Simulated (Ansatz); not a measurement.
Program: Ansatz. Geometries: PBE0-D4/def2-TZVP. ΔE: electronic, gas phase. CCSD(T)/CBS adds triple-zeta CCSD(T) − MP2 to the extrapolated MP2 energy (def2 sets, frozen cores). DFT in def2-TZVPP. def2 core potentials past Kr. For In outer-core shells are correlated without core-valence functions, which leaves a few kJ/mol of doubt a bond. One conformer a species, not always the lowest.

Reaction (isomerisation): `F[CH2][InH][SiH3]` → `[CH3][In]([F])[SiH3]`

`F[CH2][InH][SiH3]`:

```xyz
10

F     2.073    0.030    2.449
C     1.474    0.557    1.310
In   -0.070   -0.763    0.505
Si   -1.386   -0.062   -1.601
H     1.048    1.532    1.570
H     2.257    0.731    0.564
H    -0.374   -2.255    1.319
H    -2.821    0.155   -1.261
H    -1.328   -1.124   -2.645
H    -0.873    1.198   -2.209
```

`[CH3][In]([F])[SiH3]`:

Z-matrix (Å, degrees):
```
C
In 1 2.137
H 1 1.091 2 108.5
H 1 1.091 2 108.5 3 117.5
H 1 1.089 2 112.2 3 -121.2
F 2 1.977 1 108.0 3 -61.5
Si 2 2.561 1 143.9 3 118.4
H 7 1.487 2 109.4 1 119.9
H 7 1.487 2 109.4 1 -120.8
H 7 1.488 2 111.7 1 -0.4
```

| level | ΔE (kJ/mol) |
| --- | --- |
| PBE-D4 | -196.7 |
| HF/def2-QZVPP | -197.4 |
| HF/CBS(def2) | -197.7 |
| CCSD/CBS(def2) | -209.9 |

Task: What does CCSD(T)/CBS give? (Best estimate.)

Result: Ansatz gave: -211.3 kJ/mol. The listed levels differ from it by 14.6, 13.9, 13.6, 1.4 kJ/mol.

Largest T1 diagnostic among the species: 0.014.

In def2-TZVPP, CCSD(T) changes the Hartree–Fock value by −6.0 kJ/mol (the triples alone add −1.4 kJ/mol) and MP2 by −20.3 kJ/mol.
